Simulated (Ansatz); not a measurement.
Geometry optimisation, RKS B3LYP/def2-SVP in Ansatz.

Input:

```yaml
crystal:
  periodic: [false, false, false]
  atoms:
    - { symbol: Al, position_ang: [0.016534, 0.722589, -0.490405] }
    - { symbol: F, position_ang: [0.054572, 0.030084, 2.30747] }
    - { symbol: "N", position_ang: [1.567305, 0.020317, -0.99805] }
    - { symbol: H, position_ang: [1.665763, -0.836419, -1.535883] }
    - { symbol: H, position_ang: [2.476131, 0.330026, -0.671326] }
    - { symbol: "N", position_ang: [-1.547973, 0.031191, -0.964482] }
    - { symbol: H, position_ang: [-1.695194, -0.896725, -1.352055] }
    - { symbol: H, position_ang: [-2.444365, 0.470288, -0.772215] }
    - { symbol: P, position_ang: [-0.056309, 2.842343, 0.413641] }
    - { symbol: H, position_ang: [0.273207, 2.543282, 1.779225] }
    - { symbol: H, position_ang: [1.307773, 3.123911, 0.082329] }
    - { symbol: H, position_ang: [0.157855, 0.950113, 2.220552] }
basis:
  gaussian: { orbitals: def2-SVP }
hamiltonian:
  xc: b3lyp
relax:
  f_tol: 0.03
  max_steps: 50
```

Launched with:

```bash
$ ansatz run input.yaml --threads 4 --pin off --max-ram 5120MiB --backend cpu --events-out ev --progress --plain --runs-dir out
```

Question: Where does it end, and by what steps?

Answer: The forces met the threshold. After 22 steps the energy has fallen by 0.240 eV; H10 moved furthest, 0.78 Å. Joined: Al1–F2 (2.88 → 2.09 Å).

```json
{"step": "0", "energy less start (eV)": "0.0000", "largest force component (eV/Å)": "0.777", "accepted": "yes"}
{"step": "1", "energy less start (eV)": "0.0013", "largest force component (eV/Å)": "2.467", "accepted": "no"}
{"step": "2", "energy less start (eV)": "-0.0516", "largest force component (eV/Å)": "0.449", "accepted": "yes"}
{"step": "3", "energy less start (eV)": "-0.0844", "largest force component (eV/Å)": "0.715", "accepted": "yes"}
{"step": "4", "energy less start (eV)": "-0.1312", "largest force component (eV/Å)": "0.595", "accepted": "yes"}
{"step": "5", "energy less start (eV)": "-0.1702", "largest force component (eV/Å)": "0.166", "accepted": "yes"}
{"step": "6", "energy less start (eV)": "-0.1471", "largest force component (eV/Å)": "0.467", "accepted": "no"}
{"step": "7", "energy less start (eV)": "-0.1839", "largest force component (eV/Å)": "0.102", "accepted": "yes"}
{"step": "8", "energy less start (eV)": "-0.1973", "largest force component (eV/Å)": "0.107", "accepted": "yes"}
{"step": "9", "energy less start (eV)": "-0.2114", "largest force component (eV/Å)": "0.248", "accepted": "yes"}
{"step": "10", "energy less start (eV)": "-0.2023", "largest force component (eV/Å)": "0.631", "accepted": "no"}
{"step": "11", "energy less start (eV)": "-0.2222", "largest force component (eV/Å)": "0.152", "accepted": "yes"}
{"step": "12", "energy less start (eV)": "-0.2307", "largest force component (eV/Å)": "0.176", "accepted": "yes"}
{"step": "13", "energy less start (eV)": "-0.2334", "largest force component (eV/Å)": "0.325", "accepted": "yes"}
{"step": "14", "energy less start (eV)": "-0.2312", "largest force component (eV/Å)": "0.317", "accepted": "no"}
{"step": "15", "energy less start (eV)": "-0.2384", "largest force component (eV/Å)": "0.057", "accepted": "yes"}
{"step": "16", "energy less start (eV)": "-0.2385", "largest force component (eV/Å)": "0.051", "accepted": "yes"}
{"step": "17", "energy less start (eV)": "-0.2386", "largest force component (eV/Å)": "0.051", "accepted": "yes"}
{"step": "18", "energy less start (eV)": "-0.2389", "largest force component (eV/Å)": "0.048", "accepted": "yes"}
{"step": "19", "energy less start (eV)": "-0.2389", "largest force component (eV/Å)": "0.072", "accepted": "no"}
{"step": "20", "energy less start (eV)": "-0.2390", "largest force component (eV/Å)": "0.032", "accepted": "yes"}
{"step": "21", "energy less start (eV)": "-0.2394", "largest force component (eV/Å)": "0.046", "accepted": "yes"}
{"step": "22", "energy less start (eV)": "-0.2395", "largest force component (eV/Å)": "0.009", "accepted": "yes"}
```

```xyz
12
Properties=species:S:1:pos:R:3
Al 0.087 0.583 -0.303
F 0.426 0.186 1.723
N 1.558 -0.167 -0.978
H 1.602 -0.567 -1.910
H 2.486 -0.156 -0.567
N -1.529 -0.009 -0.761
H -1.761 -0.971 -0.989
H -2.355 0.575 -0.845
P 0.016 2.911 0.327
H -0.460 2.779 1.682
H 1.385 3.048 0.720
H 0.320 1.119 1.920
```

Run time: 43 s on 4 threads of Arm Neoverse V2, on a shared host, peak memory 0.26 GiB.
